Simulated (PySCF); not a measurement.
Ligands exchanged one at a time, Ga F-NH2. Gas-phase values, no solvent. One relaxed conformer stands for each flexible species; it need not be the lowest. Strings in code marks are SMILES.

The S1 excitation (TDA) from two functionals at the same geometries (PBE0-D4/def2-TZVP), both in PySCF: PBE-D3(BJ)/def2-TZVP and B3LYP-D3(BJ)/def2-TZVP. B3LYP has the VWN-RPA correlation part, as in Gaussian. Excitations are Tamm–Dancoff values on a coarser integration grid. The basis has no diffuse functions, so Rydberg states are missing or too high.

| species | B3LYP-D3(BJ)/def2-TZVP (eV) |
|---|---|
| 0 of 3 F replaced by NH2 (`[F][Ga]([F])[F]`) | 7.22 |
| 1 of 3 F replaced by NH2 (`[Ga]([NH2])([F])[F]`) | 5.42 |
| 2 of 3 F replaced by NH2 (`[NH2][Ga]([NH2])[F]`) | 5.31 |
| 3 of 3 F replaced by NH2 | 5.30 |

What does PBE-D3(BJ)/def2-TZVP give for each?


- 0 of 3 F replaced by NH2 (`[F][Ga]([F])[F]`): 6.43
- 1 of 3 F replaced by NH2 (`[Ga]([NH2])([F])[F]`): 4.99
- 2 of 3 F replaced by NH2 (`[NH2][Ga]([NH2])[F]`): 4.87
- 3 of 3 F replaced by NH2: 4.77
Over these rows, drawn at random from the members with no instability flagged (it was tested for open shells, ions and some series alone), PBE minus B3LYP-D3(BJ): mean -0.55 eV, from -0.79 eV to -0.43 eV.
